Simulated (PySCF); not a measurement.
## From a computed spectrum to the compound

A species of 11 atoms with charge 0 has these harmonic modes (PBE0, small Gaussian bases with core potentials, PySCF 2.14.0):

| cm⁻¹ | km/mol | symmetry |
| --- | --- | --- |
| 28 | 3.9 | a |
| 32 | 54.1 | b |
| 33 | 50.1 | a |
| 410 | 0.0 | a |
| 412 | 209.7 | b |
| 489 | 0.4 | a |
| 490 | 0.4 | b |
| 517 | 0.0 | b |
| 519 | 0.0 | a |
| 1090 | 4.9 | b |
| 1090 | 24.3 | a |
| 1091 | 37.6 | b |
| 1091 | 18.5 | a |
| 1174 | 305.0 | b |
| 1177 | 0.0 | a |
| 1231 | 3.8 | a |
| 1232 | 3.5 | b |
| 1235 | 1.0 | b |
| 1236 | 0.8 | a |
| 2259 | 327.4 | b |
| 2261 | 68.5 | a |
| 2262 | 3.5 | b |
| 2263 | 128.5 | a |
| 2266 | 557.5 | b |
| 2267 | 365.7 | a |
| 2601 | 296.1 | b |
| 2603 | 0.0 | a |

Question: Which species is it, and in which structure?

Answer: Dy(BH4)2 (singlet in the valence; each metal's 4f electrons, 10 of them, lie in its core potential, out of spins and levels):
```xyz
11

Dy    0.0000    0.0000    0.0021
B     2.5725   -0.0021   -0.0118
H     3.7829    0.0013   -0.0153
H     2.1080   -0.7929    0.8454
H     2.0988   -0.3473   -1.1217
H     2.1055    1.1329    0.2492
B    -2.5725    0.0021   -0.0118
H    -3.7829   -0.0013   -0.0153
H    -2.1080    0.7928    0.8455
H    -2.0988    0.3474   -1.1217
H    -2.1055   -1.1329    0.2491
```
Ideal gas at 298.15 K and 1 bar: S = 376.5 J/(mol K), Cp = 100.9 J/(mol K), H − H(0 K) = 21.2 kJ/mol (rigid rotor, harmonic modes, spin degeneracy alone, that of the 4f electrons in the core included; the modes under 60 cm⁻¹ make these uncertain). An lcecp potential fixes the number of 4f electrons, so in runs with it no electron can move into or out of that shell; real Dy(II) is rare or takes another configuration.
 The answer isn't unique; the calculation gave this one.
